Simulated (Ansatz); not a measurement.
HCl$_{3}$Si, triplet, at a GFN2-xTB geometry (a higher spin typed on purpose: for a closed-shell molecule this is an excited state). Base run: Ansatz (a program for electronic structure) with SVWN5/3-21G.

Geometry (Å):
```xyz
5

Si    -0.0140     0.0083    -0.2368
Cl    -1.3595    -1.5964     0.0638
Cl    -0.6941     1.9740     0.1497
Cl     2.0605    -0.3817    -0.0964
H      0.0786    -0.0465     1.3250
```
Charge 0, spin multiplicity 3.
Orbitals are unrestricted.
All else is at Ansatz's defaults.

Variants of this job, named by their change:

```json
[
 {"change": "base", "basis functions": "54", "E (Eh)": "-1656.87777", "core-seconds (rough)": "1"},
 {"change": "basis = STO-3G", "basis functions": "37", "E (Eh)": "-1646.51983", "core-seconds (rough)": "1.0"},
 {"change": "basis = def2-SVP", "basis functions": "77", "E (Eh)": "-1664.55701", "core-seconds (rough)": "2"},
 {"change": "basis = 6-31G*", "basis functions": "78", "E (Eh)": "-1665.01871", "core-seconds (rough)": "5"},
 {"change": "basis = 6-31G**", "basis functions": "81", "E (Eh)": "-1665.02009", "core-seconds (rough)": "3"},
 {"change": "basis = def2-SVPD", "basis functions": "113", "E (Eh)": "-1664.58812", "core-seconds (rough)": "5"},
 {"change": "basis = 6-311G**", "basis functions": "114", "E (Eh)": "-1665.14459", "core-seconds (rough)": "4"},
 {"change": "basis = aug-pcseg-1", "basis functions": "117", "E (Eh)": "-1665.06123", "core-seconds (rough)": "2"},
 {"change": "basis = pc-2", "basis functions": "150", "E (Eh)": "-1665.20302", "core-seconds (rough)": "4"},
 {"change": "basis = def2-TZVP", "basis functions": "154", "E (Eh)": "-1665.15660", "core-seconds (rough)": "9"},
 {"change": "basis = cc-pV(T+d)Z", "basis functions": "170", "E (Eh)": "-1665.18330", "core-seconds (rough)": "5"},
 {"change": "basis = def2-TZVPD", "basis functions": "190", "E (Eh)": "-1665.15925", "core-seconds (rough)": "20"},
 {"change": "basis = def2-QZVPP", "basis functions": "310", "E (Eh)": "-1665.22801", "core-seconds (rough)": "20"}
]
```

Totals compare only among sets that treat the same electrons; sets with core potentials leave the core out.
